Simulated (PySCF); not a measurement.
# SMILES C(CC(F)(F)F)Br, C₃H₄BrF₃

Molfile (atoms numbered from 1):
```
C3H4BrF3
     RDKit          3D

 11 10  0  0  0  0  0  0  0  0999 V2000
   -1.5195    1.1725   -0.6307 F   0  0  0  0  0  0  0  0  0  0  0  0
   -0.7840    0.1319   -1.0382 C   0  0  0  0  0  0  0  0  0  0  0  0
   -1.5324   -0.9662   -0.8817 F   0  0  0  0  0  0  0  0  0  0  0  0
   -0.5580    0.2842   -2.3436 F   0  0  0  0  0  0  0  0  0  0  0  0
    0.5119    0.0337   -0.2714 C   0  0  0  0  0  0  0  0  0  0  0  0
    0.2833   -0.1430    1.2144 C   0  0  0  0  0  0  0  0  0  0  0  0
    1.9649   -0.2815    2.1659 Br  0  0  0  0  0  0  0  0  0  0  0  0
    1.0785   -0.8138   -0.6837 H   0  0  0  0  0  0  0  0  0  0  0  0
    1.0881    0.9485   -0.4730 H   0  0  0  0  0  0  0  0  0  0  0  0
   -0.2534    0.7116    1.6446 H   0  0  0  0  0  0  0  0  0  0  0  0
   -0.2772   -1.0612    1.4295 H   0  0  0  0  0  0  0  0  0  0  0  0
  1  2  1  0
  2  3  1  0
  2  4  1  0
  2  5  1  0
  5  6  1  0
  6  7  1  0
  5  8  1  0
  5  9  1  0
  6 10  1  0
  6 11  1  0
M  END
```

Method used: quadratic response CAM-B3LYP/def2-TZVPD first hyperpolarisability, Taylor convention, gas phase (PySCF). Geometry: PBE0-D3(BJ)/def2-SVP.

The calculation is non-relativistic, which matters for the atoms heavier than Zn.

(1) Give the tensor of the second harmonic β(−2ω;ω,ω) at 1907 nm in the axes of these coordinates.

Answers

(1) In au, Taylor convention; rows are the first index (the induced dipole):
|  | xx | yy | zz | xy | xz | yz |
| --- | --- | --- | --- | --- | --- | --- |
| x | -91.5 | -54.7 | -46.7 | +1.7 | -16.2 | -1.1 |
| y | +1.7 | +10.5 | +8.5 | -54.5 | -1.1 | -24.6 |
| z | -16.2 | -24.7 | -114.9 | -1.1 | -46.5 | +8.4 |

Norm of βᵢ = ⅓ Σⱼ (βᵢⱼⱼ + βⱼᵢⱼ + βⱼⱼᵢ): 248.5 au, hyper-Rayleigh value 92.3 au.
